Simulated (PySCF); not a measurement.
Start geometry of `C[S][Cd][CH3]` (CdMe(SMe)) from a GFN2-xTB structure with every atom displaced at random (by about 0.03 Å) (Å):
```
atom  x, y, z in Å
Cd1    0.7831   -1.4602    0.3010
C2     0.1353   -0.3890    2.1473
H3    -0.9833   -0.2030    2.1005
H4     0.7745    0.5863    2.1991
H5     0.3824   -0.9798    3.0043
S6     0.4889   -1.0310   -2.1505
C7    -0.2384    0.5990   -1.9316
H8    -1.1424    0.5386   -1.3671
H9    -0.5052    0.9800   -2.8727
H10    0.4295    1.2822   -1.4260
```

Task: What comes out of this run: PBE0-D3(BJ)/def2-SVP geometry optimisation, gas phase, def2 core potentials past Kr in PySCF 2.14.0?

Result: 
```
atom  x, y, z in Å
Cd1    0.3167   -0.6898    0.5080
C2     0.2175   -0.5412    2.6083
H3    -0.8249   -0.4188    2.9366
H4     0.8033    0.3210    2.9591
H5     0.6257   -1.4527    3.0699
S6     0.4519   -0.9096   -1.8364
C7    -0.2578    0.6632   -2.4414
H8    -1.3008    0.8040   -2.1240
H9    -0.2437    0.6115   -3.5394
H10    0.3368    1.5358   -2.1362
```

The energy falls by 79.4 kJ/mol over 9 energy and gradient evaluations, the largest force component goes from 0.0356 to 1.3e-04 Eh/bohr, and the atoms move by 0.712 Å rms after alignment. The bond that changes most is Cd1–S6 (ends: cadmium bonded to C and S; sulfur bonded to C and Cd), which shortens by 0.148 Å. Bonds longer at the end by more than 0.005 Å: 5 of 9; shorter: 4. Among the angles that change most is C2–Cd1–S6, from 133.9° to 178.6°. Rotational constants go from 6150, 1688, 1350 to 13346, 1459, 1338 MHz. The orientation of the end geometry is arbitrary; only internal coordinates are fixed.

The run used 107 basis functions and 67 SCF cycles in all. On Intel Xeon 6975P-C, one thread, on a shared host, this took 36 s of wall time and 0.44 GiB of memory at its peak.

Not checked by PBE0-D3(BJ)/def2-SVP frequencies.
